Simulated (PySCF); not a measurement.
# Run record: B13H16N13

The script drives PySCF SCF with an in-house response code with single-precision fitted integrals, so total energies wander by about 1e-6 Eh between cycles (the fitting error itself is about 1e-3 Eh and cancels in differences); atoms count from 0. Kgrid is the grid level of the response kernel; vcut the energy (Eh) above which virtual orbitals leave the response; delta the states run by ΔSCF (the anion only where the lumo is low enough to bind); pop asks for populations, which are stored and not printed; grid is the SCF grid level (2 if not given).

The basis has no diffuse functions, so the polarisability comes out too low. Without diffuse functions Rydberg states are missing, so unbound LUMOs, wide gaps and states within about 2 eV of the ionisation energy come out too high, and electron affinities are rough.

Job and coordinates (Å):

```
{"job": {"kind": "uv", "basis": "def2-SVP", "grid": 1, "kgrid": 0, "vcut": 1.5, "nstates": 6, "ntriplets": 2, "tda": true, "delta": ["ip_vertical"], "pop": true, "xc": "B3LYP"}, "charge": 0, "multiplicity": 1}
B      4.088702    -1.775569    -0.001259
N      2.854308    -1.047479    -0.000805
B      1.598080    -1.764660     0.000579
N      1.562211    -3.220838     0.001061
B      2.816847    -3.924099     0.001101
N      4.039212    -3.183168    -0.000094
B      2.841094     0.383625    -0.001648
N      1.617978     1.124252    -0.001208
B      0.355866     0.421350    -0.000018
N      0.409679    -0.995257     0.001205
B     -2.184922     4.781487     0.000423
N     -3.444517     5.430008     0.000242
B     -4.687704     4.746469     0.000440
N     -4.618377     3.339861     0.000916
B     -3.376408     2.632601     0.000351
N     -2.130713     3.351905     0.000085
B     -0.895639     2.579646    -0.000040
N     -3.357076     1.206374     0.000051
B     -2.168305     0.451006    -0.000558
N     -0.913535     1.136298    -0.000106
B      1.614220     2.556573    -0.001517
N      0.376238     3.225409    -0.000241
B      0.355831    -3.986772     0.000557
N      0.433123    -5.401514     0.001509
B      1.653475    -6.124100     0.002388
N      2.833169    -5.353819     0.001763
H      5.123818    -1.223976    -0.002673
H      4.905325    -3.700543    -0.000375
H      3.860118     0.964696    -0.002936
H     -0.461869    -1.495342     0.002337
H     -1.219765     5.453985     0.000499
H     -3.455177     6.438364    -0.000005
H     -5.712938     5.318628     0.001019
H     -5.470713     2.800503     0.001068
H     -4.240691     0.720066     0.000018
H     -2.263151    -0.720346    -0.001038
H      2.615530     3.166923    -0.002295
H      0.378723     4.232149    -0.000025
H     -0.710715    -3.491132    -0.000457
H     -0.431518    -5.920390     0.001267
H      1.677858    -7.297682     0.003090
H      3.728156    -5.819175     0.001949
```

Command:

```bash
OMP_NUM_THREADS=2 python large_run.py task.json out
```

Question: What does the program print?

Answer: 
```
start: PBE on a coarse grid of 35744 points
cycle   1  E = -1043.0725216688  dE =  3.887e+00  |g| = 1.296e+00  |ddm| = 8.127e+00
cycle   2  E = -1042.3460965419  dE =  7.264e-01  |g| = 2.200e+00  |ddm| = 3.247e+00
cycle   3  E = -1043.4586674964  dE = -1.113e+00  |g| = 2.094e-01  |ddm| = 2.119e+00
cycle   4  E = -1043.4701391709  dE = -1.147e-02  |g| = 7.143e-02  |ddm| = 2.836e-01
cycle   5  E = -1043.4713005184  dE = -1.161e-03  |g| = 2.733e-02  |ddm| = 8.719e-02
cycle   6  E = -1043.4714478151  dE = -1.473e-04  |g| = 1.134e-02  |ddm| = 3.075e-02
cycle   7  E = -1043.4714777840  dE = -2.997e-05  |g| = 2.669e-03  |ddm| = 1.022e-02
final grid: 157609 points
cycle   8  E = -1045.0326048803  dE = -9.296e-03  |g| = 1.269e-01  |ddm| = 3.207e-01
cycle   9  E = -1045.0302316647  dE =  2.373e-03  |g| = 1.638e-01  |ddm| = 2.049e-01
cycle  10  E = -1045.0358458794  dE = -5.614e-03  |g| = 1.168e-02  |ddm| = 1.217e-01
cycle  11  E = -1045.0358810828  dE = -3.520e-05  |g| = 2.548e-03  |ddm| = 1.577e-02
cycle  12  E = -1045.0358830194  dE = -1.937e-06  |g| = 1.044e-03  |ddm| = 2.827e-03
cycle  13  E = -1045.0358816059  dE =  1.413e-06  |g| = 3.251e-04  |ddm| = 1.092e-03
cycle  14  E = -1045.0358836751  dE = -2.069e-06  |g| = 8.636e-05  |ddm| = 3.148e-04
converged SCF energy = -1045.0358836751
Vertical ionisation energy (delta-SCF) = 8.0958 eV   <S^2> = 0.759

Static polarisability (au): isotropic 231.819, principal 115.504 244.915 335.036

Singlet excitations
state   eV       nm        f      main configurations
  1   5.9214    209.4   0.11656   H->L 0.81, H-1->L 0.11
  2   5.9668    207.8   0.05995   H->L+1 0.53, H->L+2 0.16, H-1->L 0.15
  3   6.1102    202.9   0.04354   H->L+2 0.64, H->L+1 0.18
  4   6.2297    199.0   0.52625   H-1->L 0.38, H->L+3 0.25, H->L+2 0.10
  5   6.3538    195.1   0.38231   H-1->L+1 0.27, H->L+1 0.18, H-1->L 0.13
  6   6.4606    191.9   0.00079   H-1->L+2 0.35, H->L+3 0.25, H-2->L+2 0.09

Triplet excitations (Tamm-Dancoff, eV): 5.6222 5.7213
```

Question: Roughly how long does this take on 2 threads of Arm Neoverse V2 (shared host), and how large is the basis?

Answer: About 2.3 min of wall time, peak memory 1.6 GiB; 444 basis functions and 1450 fitting functions.
